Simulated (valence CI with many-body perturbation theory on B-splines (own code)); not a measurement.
## Dy⁴²⁺: magnetic and hyperfine properties of the levels

Calculated by relativistic CI+MBPT: six valence electrons over a frozen Dirac-Fock core [Ar], radial functions for each j: 7 s, 7 p, 8 d, 6 f, 4 g, 1 h, with the one-electron correlation potential Σ1 (screened to all orders), the two-electron term Σ2, the three-electron term Σ3, Breit, model QED; selected single and double excitations, second order for the rest, scaled by the run's own slope (own B-spline code, finite nucleus).

No measured spectrum was set against this ion. As an estimate, large intervals hold to a few tenths of a per cent, small ones and those within an open d or f shell to about a per cent. Core correlation moves these levels by up to 10000 cm⁻¹, and in measured spectra 5 to 20 % of such shifts remained as error; rates that hang on mixing are uncertain with them. Among the levels kept, up to 1000 cm⁻¹ of a level comes from second order outside the variational space, and about a tenth of that is noise between levels of different J, which matters for small intervals. Only levels of the ground parity were solved; by the run's estimate the other parity begins above the list, which can be wrong where configurations are misplaced.

A/g_I is the dipole constant over the nuclear g factor μ/I (μ in nuclear magnetons, uniformly magnetised nucleus), B/Q the quadrupole constant per barn. Both hold the static response of the core; the bare values leave it out. Large factors of s and p1/2 electrons are usually good to 5 to 10 %; those of open d and f shells near neutrality can be off by tens of per cent, and small factors of p3/2, d and f electrons come from cancelling terms and can be off by a factor of two or in sign, in half-filled shells by more. B is blank for J = 1/2, where it vanishes, and for nearly pure S terms. Energies count from the lowest level. Levels with J = 0 are left out.

Levels are named by their leading jj configuration (3d3/2^4 stands for four electrons in 3d with j = 3/2), which in mixed levels can hold well under half, so a name can repeat and another be missing. Letters in brackets count levels of one name in rising energy.

| Level | E (eV) | g | A/g_I (MHz) | A/g_I bare | B/Q (MHz/b) | B/Q bare |
| --- | --- | --- | --- | --- | --- | --- |
| (3d3/2^4 3d5/2^2) J=4 | 0.00 | 1.272 | 23800 | 24500 | 43700 | 44300 |
| (3d3/2^4 3d5/2^2) J=2 | 6.35 | 1.297 | 23300 | 24100 | -22800 | -23100 |
| (3d3/2^3 3d5/2^3) J=3 [a] | 33.85 | 1.371 | 14600 | 15500 | 4170 | 4200 |
| (3d3/2^3 3d5/2^3) J=4 [a] | 36.12 | 1.163 | 26500 | 26900 | 35900 | 36400 |
| (3d3/2^3 3d5/2^3) J=1 [a] | 37.86 | 1.325 | 23000 | 23800 | -16600 | -16800 |
| (3d3/2^3 3d5/2^3) J=5 | 42.85 | 1.125 | 31600 | 32000 | 19900 | 20100 |
| (3d3/2^3 3d5/2^3) J=6 | 42.88 | 1.107 | 35100 | 35400 | -39500 | -40000 |
| (3d3/2^3 3d5/2^3) J=2 [a] | 48.24 | 0.957 | 43200 | 43300 | -32200 | -32600 |
| (3d3/2^3 3d5/2^3) J=3 [b] | 49.34 | 1.052 | 38500 | 38800 | 15300 | 15400 |
| (3d3/2^3 3d5/2^3) J=2 [b] | 60.19 | 1.119 | 33300 | 33600 | 50500 | 51200 |
| (3d3/2^3 3d5/2^3) J=4 [b] | 60.40 | 1.041 | 39400 | 39600 | -26700 | -27100 |
| (3d3/2^3 3d5/2^3) J=1 [b] | 60.99 | 1.117 | 22100 | 22400 | 32700 | 33100 |
| (3d3/2^3 3d5/2^3) J=3 [c] | 63.47 | 1.062 | 38800 | 39000 | -51800 | -52400 |
| (3d3/2^2 3d5/2^4) J=2 [a] | 73.44 | 1.440 | 4040 | 5080 | -5680 | -5740 |
| (3d3/2^2 3d5/2^4) J=4 [a] | 78.94 | 1.090 | 33700 | 34000 | 5460 | 5590 |
| (3d3/2^2 3d5/2^4) J=3 [a] | 82.15 | 1.202 | 23500 | 24000 | -21400 | -21600 |
| (3d3/2^2 3d5/2^4) J=5 | 82.40 | 1.092 | 35900 | 36200 | -30900 | -31200 |
| (3d3/2^2 3d5/2^4) J=6 | 85.55 | 1.043 | 39000 | 39200 | -45000 | -45500 |
| (3d3/2^2 3d5/2^4) J=3 [b] | 87.72 | 0.952 | 45200 | 45200 | 2190 | 2230 |
| (3d3/2^2 3d5/2^4) J=1 | 91.03 | 1.034 | 41400 | 41600 | -15200 | -15400 |
| (3d3/2^2 3d5/2^4) J=4 [b] | 92.59 | 1.049 | 40300 | 40500 | -1490 | -1530 |
| (3d3/2^2 3d5/2^4) J=2 [b] | 93.33 | 1.048 | 39100 | 39300 | -28900 | -29300 |
| (3d3/2^2 3d5/2^4) J=2 [c] | 102.87 | 0.848 | 53400 | 53200 | -5310 | -5360 |
| (3d3/2^2 3d5/2^4) J=4 [c] | 106.34 | 1.154 | 29000 | 29400 | -44400 | -44900 |
| (3d3/2 3d5/2^5) J=1 | 118.01 | 1.493 | -4150 | -3000 | -9570 | -9690 |
| (3d3/2^2 3d5/2^4) J=2 [d] | 122.56 | 1.017 | 40200 | 40300 | 53100 | 53800 |
| (3d3/2 3d5/2^5) J=4 | 129.36 | 1.022 | 40500 | 40600 | -22200 | -22500 |
| (3d3/2 3d5/2^5) J=2 | 134.33 | 1.208 | 27200 | 27700 | -54300 | -55100 |
| (3d3/2 3d5/2^5) J=3 | 135.97 | 1.060 | 37200 | 37400 | -50300 | -50900 |

(1) Take the isotope of mass number 161, with I = 5/2, μ = -0.479 μN and Q = 2.51 b. What is the hyperfine structure of (3d3/2^4 3d5/2^2) J=4?

## Answers

(1) From the table A = -4550 MHz, B = 110000 MHz. Shifts from the centre of gravity in MHz: F = 3/2: 111000, F = 5/2: 67100, F = 7/2: 18200, F = 9/2: -23500, F = 11/2: -42000, F = 13/2: -18000.
